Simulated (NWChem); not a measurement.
Species: SiF3, doublet; SMILES F[Si](F)F

In the optimisation the excess spin sits in a (C3, its own frame).

Q: Give the equilibrium geometry at PBE0/def2-SVP, spin-unrestricted (NWChem) as a Z-matrix, with the point group.

A: point group C3v; any orientation.
```
Si
F 1 1.6082
F 1 1.6082 2 107.74
F 1 1.6082 2 107.74 3 -115.99
```
